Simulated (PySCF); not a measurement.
H3Si, SMILES [SiH3+], charge +1. Atoms are numbered in the order given.

```xyz
4

Si     0.0000     0.0000     0.0000
H      1.4722     0.0000     0.0000
H     -0.7361     1.2750     0.0000
H     -0.7361    -1.2750     0.0000
```
Charge +1, spin multiplicity 1.

Coordinates come from a PBE0-D3(BJ)/def2-TZVPD optimisation.

Level of theory: PBE/def2-TZVPD (PySCF).

Symmetry labels are those of the subgroup C2v that the program uses (full group D3h).

Q: List the valence orbital energies around the gap with their symmetry. (Estimate from the structure and the level; the computed values follow.)

A: 
```json
[
 {"orbital": "HOMO−7", "symmetry": "A1", "energy (eV)": "-1789.09"},
 {"orbital": "HOMO−6", "symmetry": "A1", "energy (eV)": "-146.69"},
 {"orbital": "HOMO−5", "symmetry": "B2", "energy (eV)": "-103.72"},
 {"orbital": "HOMO−4", "symmetry": "B1", "energy (eV)": "-103.29"},
 {"orbital": "HOMO−3", "symmetry": "A1", "energy (eV)": "-103.29"},
 {"orbital": "HOMO−2", "symmetry": "A1", "energy (eV)": "-20.92"},
 {"orbital": "HOMO−1", "symmetry": "B1", "energy (eV)": "-16.33"},
 {"orbital": "HOMO", "symmetry": "A1", "energy (eV)": "-16.33"},
 {"orbital": "LUMO", "symmetry": "B2", "energy (eV)": "-11.26"},
 {"orbital": "LUMO+1", "symmetry": "A1", "energy (eV)": "-7.18"},
 {"orbital": "LUMO+2", "symmetry": "A1", "energy (eV)": "-6.15"},
 {"orbital": "LUMO+3", "symmetry": "B1", "energy (eV)": "-6.15"}
]
```
